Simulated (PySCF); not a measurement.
C3H3BFNO, SMILES FB1N=CC=CO1.

Geometry optimised at B3LYP-D3(BJ)/def2-SVP. The structure was generated by enumeration, and PubChem lists no compound with its InChIKey, so it may never have been made.

The numbers are results of B3LYP-D3(BJ)/def2-SVP (PySCF), not measurements.

Harmonic, unscaled wavenumbers; measured fundamentals usually lie a few per cent lower.

| mode | ν (cm⁻¹) | IR (km/mol) | Raman (Å⁴/amu) | depolarisation | moving atoms (share of kinetic energy) |
|---|---|---|---|---|---|
| 1 | 142 | 0.5 | 2.0 | 0.75 | F 27 %, O 25 %, C 21 %, N 18 % |
| 2 | 362 | 0.4 | 3.1 | 0.75 | C 29 %, N 25 %, H 22 %, O 20 % |
| 3 | 399 | 0.1 | 0.0 | – | F 46 %, O 17 %, N 13 %, B 10 %, C 10 % |
| 4 | 481 | 0.0 | 1.0 | 0.75 | C 42 %, H 34 %, B 18 % |
| 5 | 511 | 0.2 | 4.1 | 0.62 | F 39 %, C 26 %, O 12 %, N 11 %, B 10 % |
| 6 | 583 | 11.5 | 3.0 | 0.75 | C 47 %, O 23 %, N 22 % |
| 7 | 750 | 73.8 | 0.4 | 0.75 | B 60 %, N 14 %, C 9 % |
| 8 | 793 | 2.1 | 11.0 | 0.08 | N 29 %, O 22 %, F 22 %, C 22 % |
| 9 | 807 | 14.2 | 2.2 | 0.75 | H 77 %, C 19 % |
| 10 | 957 | 0.6 | 1.5 | 0.32 | C 56 %, O 21 %, N 16 % |
| 11 | 983 | 0.0 | 0.3 | 0.75 | H 70 %, C 29 % |
| 12 | 1016 | 0.1 | 3.3 | 0.75 | H 62 %, C 36 % |
| 13 | 1017 | 3.5 | 2.5 | 0.17 | C 56 %, H 31 % |
| 14 | 1109 | 13.4 | 10.1 | 0.53 | H 63 %, C 18 %, O 14 % |
| 15 | 1199 | 59.4 | 11.2 | 0.33 | B 58 %, H 21 %, N 8 % |
| 16 | 1297 | 32.1 | 7.6 | 0.19 | H 47 %, O 28 %, C 22 % |
| 17 | 1394 | 49.0 | 10.0 | 0.17 | H 52 %, B 23 %, N 9 %, C 9 % |
| 18 | 1443 | 62.8 | 3.4 | 0.37 | H 42 %, C 42 %, B 8 % |
| 19 | 1479 | 396.3 | 2.0 | 0.44 | B 50 %, H 21 %, N 12 %, F 9 %, C 9 % |
| 20 | 1574 | 240.7 | 39.3 | 0.25 | C 73 %, N 14 % |
| 21 | 1705 | 245.0 | 3.2 | 0.24 | C 68 %, N 20 %, H 8 % |
| 22 | 3071 | 46.2 | 147.2 | 0.32 | H 92 %, C 8 % |
| 23 | 3197 | 3.8 | 89.6 | 0.46 | H 92 %, C 8 % |
| 24 | 3227 | 2.5 | 134.2 | 0.18 | H 91 %, C 9 % |
